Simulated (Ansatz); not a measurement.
C7H5N, charge -1, doublet (typed; the unrestricted solution is spin-contaminated), at a GFN2-xTB geometry (a state made from the parent by changing its charge; the spin is typed, not shown lowest) (a gas-phase anion, which may not be bound at this level); Ansatz (a program for electronic structure) with CCSD(T)/STO-3G.

The Ansatz input:
Ansatz 0.2 input:
```yaml
crystal:
  periodic: [false, false, false]
  atoms:
    - {symbol: N, position_ang: [3.14477028, 0.55962815, 0.02102041]}
    - {symbol: C, position_ang: [1.98836060, 0.35383906, 0.01329069]}
    - {symbol: C, position_ang: [0.63963724, 0.11382676, 0.00427549]}
    - {symbol: C, position_ang: [-0.31643688, 1.18338098, 0.09267460]}
    - {symbol: C, position_ang: [-1.65509743, 0.92942545, 0.08252361]}
    - {symbol: C, position_ang: [-2.15309489, -0.38315438, -0.01439181]}
    - {symbol: C, position_ang: [-1.23165529, -1.44313803, -0.10181937]}
    - {symbol: C, position_ang: [0.11244861, -1.21968175, -0.09403811]}
    - {symbol: H, position_ang: [0.05563323, 2.20050760, 0.16787074]}
    - {symbol: H, position_ang: [-2.36035453, 1.75536716, 0.15055924]}
    - {symbol: H, position_ang: [-3.21939165, -0.57290741, -0.02151920]}
    - {symbol: H, position_ang: [-1.60774906, -2.46151173, -0.17708301]}
    - {symbol: H, position_ang: [0.81349831, -2.04584114, -0.16206125]}
basis:
  gaussian:
    orbitals: STO-3G
total_charge: -1
magnetization: {spin_polarized: true, initial_magnetization: 1}
correlation: {method: ccsd_t, electrons: outside_noble_gas}
accuracy: high
```

Problem. Predict the main parts of the log of this Ansatz run.

Solution. 
```
Functional definition: HF
1000 factors; integrals over basis functions are off by at most 9.3e-9 eV
mean field evaluation 1: about -8654.6561 eV, gradient 2.8e1 eV
mean field evaluation 2: about -8654.9681 eV, gradient 2.8e1 eV
mean field evaluation 4: about -8660.6523 eV, gradient 3.7e0 eV
mean field evaluation 8: about -8661.0818 eV, gradient 9.6e-1 eV
mean field evaluation 16: about -8661.2049 eV, gradient 7.0e-4 eV
mean field evaluation 32: about -8660.3323 eV, gradient 3.9e0 eV
mean field evaluation 64: about -8659.4295 eV, gradient 3.9e-4 eV
mean field evaluation 96: about -8656.9904 eV, gradient 4.1e-2 eV
mean field -8661.20492676 eV, -318.2934102828 hartree, gradient 5.7e-8 eV, S^2 1.247839; 3 other end points of the search recorded, 0 dependent functions left out
determinant -8661.20492676 eV, -318.2934102828 hartree, with singles and doubles -8675.38048461 eV, -318.8143524252 hartree
determinant -8659.42952291 eV, -318.2281653949 hartree, with singles and doubles -8673.83118832 eV, -318.7574168367 hartree
8 core orbitals not correlated
reference -8661.20492676 eV, -318.2934102828 hartree; 20, 19 occupied and 17, 18 virtual orbitals, 1000 factors
second order -11.34731841 eV of doubles, -0.00000000 eV of singles
cycle   1  -14.17587807 eV  change   -3.2e-4 eV  update   3.0e-3
cycle   2  -14.17533067 eV  change    5.5e-4 eV  update   2.0e-3
cycle   3  -14.17451751 eV  change    8.1e-4 eV  update   1.0e-3
cycle   4  -14.17467377 eV  change   -1.6e-4 eV  update   3.7e-4
cycle   5  -14.17569956 eV  change   -1.0e-3 eV  update   1.8e-4
cycle   6  -14.17644965 eV  change   -7.5e-4 eV  update   7.8e-5
cycle   7  -14.17656383 eV  change   -1.1e-4 eV  update   3.7e-5
cycle   8  -14.17652360 eV  change    4.0e-5 eV  update   1.8e-5
cycle   9  -14.17650061 eV  change    2.3e-5 eV  update   6.2e-6
cycle  10  -14.17648812 eV  change    1.2e-5 eV  update   3.5e-6
cycle  11  -14.17648426 eV  change    3.9e-6 eV  update   1.9e-6
cycle  12  -14.17648210 eV  change    2.2e-6 eV  update   6.1e-7
cycle  13  -14.17648159 eV  change    5.1e-7 eV  update   2.2e-7
cycle  14  -14.17648111 eV  change    4.8e-7 eV  update   1.1e-7
cycle  15  -14.17648089 eV  change    2.2e-7 eV  update   5.4e-8
cycle  16  -14.17648079 eV  change    9.3e-8 eV  update   1.5e-7
cycle  17  -14.17648078 eV  change    1.3e-8 eV  update   5.0e-8
cycle  18  -14.17648079 eV  change   -1.6e-8 eV  update   2.1e-8
cycle  19  -14.17648083 eV  change   -3.1e-8 eV  update   1.0e-8
cycle  20  -14.17648084 eV  change   -1.9e-8 eV  update   5.0e-9
cycle  21  -14.17648085 eV  change   -7.3e-9 eV  update   2.2e-9
cycle  22  -14.17648085 eV  change   -1.9e-9 eV  update  9.2e-10
perturbative correction -0.33688754 eV, -0.0123803889 hartree
Total energy: -8675.71829515 eV, -318.8267667339 hartree
```
